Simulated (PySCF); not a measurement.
## Calculated data, CH₄Al₂B, CH₃AlClSi

Computed with PySCF 2.14.0. Calculation on a computer-drawn molecule: the log of a Hartree-Fock and frozen-core CCSD(T) single point meant for a local Hartree-Fock minimum, with one planted fault or none, to be diagnosed. Offsets are logged minus clean, where the clean run is the same molecule without the fault. The reference is restricted for singlets and unrestricted otherwise, and also for a bond in bohr or an excited solution. Adding or removing an electron swaps singlet and doublet. The excited solution moves the top pair (singlet) or top alpha electron (doublet) to the lowest empty orbital. Highest occupied and lowest empty are orbital energies over both spins, largest force is the largest gradient component, triples share is (T) over the correlation energy, the T1 limit is 0.02 restricted and 0.045 unrestricted, electrons count all cores, a negative frequency is imaginary (commonest isotopes), and the dipole is about the centre of nuclear charge.

Common to all runs: meant charge 1; meant multiplicity 1; meant basis cc-pV(D+d)Z; logged SCF converged yes; logged CC converged yes; logged SCF stable within its kind yes; possible faults no fault, one electron removed, one electron added, multiplicity raised by two, geometry at a saddle point, SCF held on an excited solution, minimal basis STO-3G, one bond length entered in bohr, all coordinates scaled.

(1) 
```xyz
8
formula=CH4Al2B logged_electrons=40 logged_basis_functions=94 logged_spin_squared=2.0208 logged_highest_occupied=-10.828 logged_lowest_empty=-5.6927 logged_largest_force=0.099388 logged_T1_diagnostic=0.039172 logged_D1_diagnostic=0.20427 logged_triples_share=0.029992 logged_dipole_magnitude=7.7553 logged_energy_HF=-548.31357 logged_energy_CCSD(T)=-548.65205 planted_fault=multiplicity_raised_by_two HF_energy_offset_from_clean_run=65.24 CCSD(T)_energy_offset_from_clean_run=81.74
Al     1.6481     0.5335     1.0059
C      0.4665    -0.8528     1.2155
B     -0.9137    -0.7594     0.9383
Al    -3.0389    -0.5789     0.4979
H      2.6442     1.7000     0.8300
H      0.8694    -1.8024     1.5781
H     -3.4714     0.8363    -0.0126
H     -3.8946    -1.8632     0.7346
```

Units: logged_highest_occupied, logged_lowest_empty in eV; logged_largest_force in hartree/bohr; logged_dipole_magnitude in debye; logged_energy_HF, logged_energy_CCSD(T) in hartree; HF_energy_offset_from_clean_run, CCSD(T)_energy_offset_from_clean_run in kcal/mol.

Drawn bonds:
```csv
atom,other atom,order
1,2,1
2,3,2
3,4,1
1,5,1
2,6,1
4,7,1
4,8,1
```

(2) 
```xyz
7
formula=CH3AlClSi logged_electrons=51 logged_basis_functions=98 logged_spin_squared=0.7568 logged_highest_occupied=-22.545 logged_lowest_empty=-11.65 logged_largest_force=0.065785 logged_T1_diagnostic=0.018726 logged_D1_diagnostic=0.087486 logged_triples_share=0.028435 logged_dipole_magnitude=8.5455 logged_energy_HF=-1029.26781 logged_energy_CCSD(T)=-1029.68624 planted_fault=one_electron_removed HF_energy_offset_from_clean_run=292.8 CCSD(T)_energy_offset_from_clean_run=319.6
Al    -1.7988     0.4360    -0.6056
C     -0.0066     0.6809    -0.3119
Si     1.2807     0.0988    -1.2749
Cl     0.9167    -0.9818    -2.9315
H     -3.3082     0.2285    -0.8551
H      0.2919     1.2567     0.5657
H      2.7033     0.3008    -1.0300
```

Units: logged_highest_occupied, logged_lowest_empty in eV; logged_largest_force in hartree/bohr; logged_dipole_magnitude in debye; logged_energy_HF, logged_energy_CCSD(T) in hartree; HF_energy_offset_from_clean_run, CCSD(T)_energy_offset_from_clean_run in kcal/mol.

Drawn bonds:
```csv
atom,other atom,order
1,2,1
2,3,2
3,4,1
1,5,1
2,6,1
3,7,1
```
